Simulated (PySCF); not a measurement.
CH₉NSi₄, SMILES [SiH3][Si@H]1[SiH2]C=N[SiH2]1. Atoms are numbered in the order given.

```xyz
15

Si    -2.4870    -0.9504    -0.5318
Si    -0.7197    -0.1594     0.7870
Si     1.2784    -1.3114     0.3182
C      2.3058     0.1607    -0.4460
N      1.8756     1.3611    -0.5755
Si     0.2335     1.8492    -0.0540
H     -2.8954    -2.3453    -0.1393
H     -2.0189    -0.9670    -1.9631
H     -3.6895    -0.0502    -0.4278
H     -1.0322    -0.1240     2.2592
H      2.0035    -1.8801     1.5114
H      1.1488    -2.4080    -0.7092
H      3.3458    -0.0575    -0.7999
H      0.3778     2.9488     0.9611
H     -0.4768     2.3989    -1.2602
```

Coordinates come from a PBE-D3(BJ)/def2-SVP optimisation. The structure was generated by enumeration; whether it is a known compound was not checked.

Level of theory: PBE-D3(BJ)/def2-SVP (PySCF).

Frequencies are harmonic and unscaled.

Computed vibrational spectrum:
```csv
mode,ν (cm⁻¹),IR (km/mol),moving atoms (share of kinetic energy)
1,38,0.2,"Si 38 %, H 22 %, N 20 %, C 19 %"
2,79,0.6,"Si 76 %, H 20 %"
3,93,0.0,H 97 %
4,101,1.3,"Si 66 %, H 31 %"
5,249,2.9,"H 46 %, N 33 %, C 19 %"
6,258,8.4,"Si 79 %, N 9 %"
7,354,4.3,"Si 73 %, H 26 %"
8,386,1.3,"Si 70 %, H 20 %"
9,395,5.2,"H 61 %, Si 34 %"
10,411,8.7,"H 83 %, Si 9 %"
11,458,17.4,"Si 39 %, N 30 %, H 19 %, C 12 %"
12,469,2.1,"Si 69 %, H 26 %"
13,489,10.4,"H 66 %, Si 33 %"
14,524,3.7,"H 71 %, Si 26 %"
15,555,9.9,"H 47 %, C 40 %, Si 11 %"
16,580,5.4,"H 83 %, Si 12 %"
17,607,10.1,H 90 %
18,658,57.7,"N 40 %, H 26 %, Si 26 %"
19,661,44.8,"H 78 %, Si 13 %"
20,706,14.5,"H 83 %, N 11 %"
21,732,38.3,"H 58 %, C 22 %, Si 14 %"
22,786,272.5,"H 78 %, Si 18 %"
23,836,177.6,"H 90 %, Si 9 %"
24,864,27.7,"H 72 %, C 26 %"
25,882,142.5,H 96 %
26,892,13.0,H 95 %
27,897,33.4,H 97 %
28,904,32.4,H 98 %
29,1274,19.8,"H 84 %, C 10 %"
30,1631,65.2,"C 51 %, N 48 %"
31,2136,84.1,H 98 %
32,2146,2.2,H 97 %
33,2148,105.0,H 98 %
34,2151,44.4,H 96 %
35,2162,29.9,H 98 %
36,2164,108.3,H 96 %
37,2165,74.9,H 96 %
38,2170,115.1,H 96 %
39,2907,65.6,H 92 %
```
